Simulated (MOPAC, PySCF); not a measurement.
[Cd(OH)(CH3)], neutral singlet in the gas phase. 

Cartesian coordinates (Å):
```xyz
7

Cd    -0.1102    -0.0187    -0.0382
O      0.4762    -0.0170    -1.9386
H      0.0388    -0.7341    -2.4349
C     -0.6494     0.0819     1.9944
H     -1.6447    -0.3725     2.1361
H     -0.6862     1.1339     2.3245
H      0.0861    -0.4650     2.6080
```
Charge 0, multiplicity 1.

All levels are single points at this geometry (TPSS-D3(BJ)/def2-SVP); Pople sets use spherical d functions. Orbital energies aren't observables, and empty levels follow the basis.

M06-2X/6-31G* (LANL2DZ on Cd) in PySCF gives dipole (D) = 2.27.

Estimate the dipole (D) from each of these levels: B3LYP-D3(BJ)/def2-TZVP in PySCF; PBE-D3(BJ)/def2-TZVP in PySCF; TPSSh-D3(BJ)/def2-TZVP in PySCF; B3LYP/6-311+G** (LANL2DZ on Cd) in PySCF; B3LYP/6-31G* (LANL2DZ on Cd) in PySCF; PBE/6-31G* (LANL2DZ on Cd) in PySCF; PM6 in MOPAC; PM7 in MOPAC.


```tsv
level	dipole (D)
B3LYP-D3(BJ)/def2-TZVP in PySCF	2.33
PBE-D3(BJ)/def2-TZVP in PySCF	2.20
TPSSh-D3(BJ)/def2-TZVP in PySCF	2.24
B3LYP/6-311+G** (LANL2DZ on Cd) in PySCF	2.55
B3LYP/6-31G* (LANL2DZ on Cd) in PySCF	2.16
PBE/6-31G* (LANL2DZ on Cd) in PySCF	2.03
PM6 in MOPAC	3.14
PM7 in MOPAC	3.28
```
